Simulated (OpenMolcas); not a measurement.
## Os6+: moving or changing the point charges

Os6+ among 8 point charges of -1.2 e arranged as a cube (Oh), 1.94 Å from the ion.
```
   1.1201    1.1201    1.1201  -1.20
   1.1201    1.1201   -1.1201  -1.20
   1.1201   -1.1201    1.1201  -1.20
   1.1201   -1.1201   -1.1201  -1.20
  -1.1201    1.1201    1.1201  -1.20
  -1.1201    1.1201   -1.1201  -1.20
  -1.1201   -1.1201    1.1201  -1.20
  -1.1201   -1.1201   -1.1201  -1.20
```

```
Program             : OpenMolcas 26.06
Method              : SS-CASPT2, IPEA 0.25 Eh, imaginary shift 0.1 Eh (closed shells correlated: 5s 5p)
Basis               : ANO-RCC-VDZP [7s6p4d2f1g]
Scalar Hamiltonian  : DKH2, point nucleus
Active space        : 2 electrons in 5 orbitals (5d)
State averaging     : 2S+1 = 3 even, 10 roots; 2S+1 = 1 even, 15 roots
Spin-orbit coupling : RASSI with atomic mean-field integrals over the reference wave functions
```

Runs around this geometry, states (labels of O, the rotations of Oh). Energies in cm-1 above the lowest state or level, χT in cm3 K/mol.

```
R (Å)  q (e)  Ground state  First state of that spin  First gap with spin-orbit (degeneracies)  χT at 300 K  First state of another spin
 1.94  -0.78           3A2                  3T2 3160                               1210 (3, 2)        0.161                     1E 12130
 1.77   -1.2           3A2                  3T2 7820                               3480 (3, 2)        0.049                     1E 12750
 1.94   -1.2           3A2                  3T2 4980                               1990 (3, 2)        0.096                     1E 12500
```

Taking the first state of the same spin as R^-n, n = -ln(4980 / 7820) / ln(1.94 / 1.77) = 4.9 between the shortest and longest distance.

Scaling the charges by -0.78 / -1.2 = 0.65 scales the first state of the same spin by 3160 / 4980 = 0.63; with fixed orbitals a first-order splitting would follow the charge.

Roots that are degenerate in the reference are averaged as groups; the widest CASPT2 spread within a group is 280 cm-1 (the 3-fold group of multiplicity 1 near 20800 cm-1 above the lowest state of its run, R = 1.94, q = -0.78). Shifts and gaps below about the spread of the groups concerned are not significant. Free-ion shares, where given, are those of the reference states; single-state CASPT2 does not remix them. Spin-orbit coupling mixes the spin-free states strongly: the lowest level takes only 41 % from its leading state, 3T2, which lies 3165 cm-1 above the lowest spin-free state (figures for R = 1.94, q = -0.78; the like holds for R = 1.77, q = -1.2, R = 1.94, q = -1.2). Point charges carry no covalency, so the field is a model and not that of real ligands. No measured value stands beside these numbers.
